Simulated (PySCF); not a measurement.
F$_{2}$ (SMILES FF), singlet, at a GFN2-xTB geometry. Base run: PySCF with MP2/6-31G*.

Here is a job for PySCF.
```python
from pyscf import gto, scf, mp

mol = gto.Mole()
mol.atom = '''
    F    -0.00000000   -0.00000000   -0.70158239
    F     0.00000000    0.00000000    0.70158239
'''
mol.basis = '6-31g*'
mol.verbose = 4
mol.build()

mf = scf.RHF(mol)
mf.kernel()

pt = mp.MP2(mf, frozen=2)
pt.kernel()
print('E(MP2) = %.10f' % pt.e_tot)
mf.analyze()
```

Each row names what was changed in the base input (with any setting that the change needs).

| change | basis functions | E (Eh) | MP2 correlation (Eh) | SCF-reference HOMO (eV) | SCF-reference HOMO-LUMO gap (eV) |
|---|---|---|---|---|---|
| base | 28 | -199.02944 | -0.35872 | -17.83 | 20.97 |
| basis = STO-3G | 10 | -196.02085 | -0.05116 | -12.73 | 22.41 |
| basis = 6-31G | 18 | -198.90912 | -0.26310 | -18.16 | 20.67 |
| basis = pcseg-0 | 18 | -198.37457 | -0.26451 | -17.97 | 20.86 |
| basis = 6-31G** | 28 | -199.02944 | -0.35872 | -17.83 | 20.97 |
| basis = def2-SVP | 28 | -198.89752 | -0.38974 | -18.15 | 20.99 |
| basis = 6-311G** | 36 | -199.15603 | -0.42795 | -18.15 | 20.79 |
| basis = aug-cc-pVDZ | 46 | -199.12659 | -0.42686 | -18.17 | 19.93 |
| basis = aug-pcseg-1 | 46 | -199.02037 | -0.39981 | -18.26 | 19.86 |
| basis = 6-311+G(2d,p) | 54 | -199.21498 | -0.47474 | -18.17 | 20.19 |
| basis = pcseg-2 | 60 | -199.26015 | -0.50487 | -18.12 | 20.53 |
| basis = def2-TZVPD | 80 | -199.28705 | -0.52108 | -18.12 | 19.83 |
| basis = cc-pVQZ | 110 | -199.33794 | -0.56854 | -18.07 | 20.64 |

Totals compare only among sets that treat the same electrons; sets with core potentials leave the core out.
